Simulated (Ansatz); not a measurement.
Relaxation of ClFGeH$_{6}$O (10 atoms, charge 0, multiplicity 1), to a largest force component of 0.03 eV/Å in at most 50 steps.

These are results of RKS PBE0/def2-SVP (Ansatz), not measurements.

```xyz
10
Properties=species:S:1:pos:R:3:forces:R:3
Ge -0.739 1.075 -0.846 0.59 0.07 0.38
Cl -0.385 -2.419 -0.545 0.24 -0.01 0.51
H -0.608 0.329 -2.182 0.00 0.02 0.01
H -1.829 0.505 0.067 0.02 0.01 -0.02
H -0.955 2.585 -1.091 0.01 -0.06 0.01
H 0.986 -0.393 1.953 -0.01 1.16 -0.84
O 0.819 0.899 0.113 -0.52 -0.19 -0.13
H 0.151 -2.185 0.627 -0.15 0.02 -0.32
F 0.981 -1.199 2.378 -0.10 -1.02 0.31
H 1.580 0.803 -0.473 -0.10 0.01 0.08
```

Question: Where does it end, and by what steps?

Answer: The run converged. After 9 steps the energy has fallen by 0.408 eV; H6 moved furthest, 0.66 Å.

| step | energy less start (eV) | largest force component (eV/Å) | accepted |
| --- | --- | --- | --- |
| 0 | 0.0000 | 1.160 | yes |
| 1 | -0.1902 | 0.576 | yes |
| 2 | -0.3215 | 0.316 | yes |
| 3 | -0.3352 | 1.901 | yes |
| 4 | -0.3923 | 0.691 | yes |
| 5 | -0.4017 | 0.471 | yes |
| 6 | -0.4067 | 0.114 | yes |
| 7 | -0.4072 | 0.060 | yes |
| 8 | -0.4075 | 0.032 | yes |
| 9 | -0.4077 | 0.022 | yes |

```xyz
10
Properties=species:S:1:pos:R:3
Ge -0.699 1.029 -0.740
Cl -0.346 -2.618 -0.345
H -0.516 0.308 -2.079
H -1.796 0.441 0.144
H -0.860 2.546 -0.937
H 0.842 -0.263 1.323
O 0.815 0.801 0.249
H 0.153 -2.060 0.738
F 0.776 -1.032 1.909
H 1.631 0.848 -0.263
```

Run time: 28 s on 2 threads of Arm Neoverse V2, with other jobs on the host, peak memory 0.25 GiB.
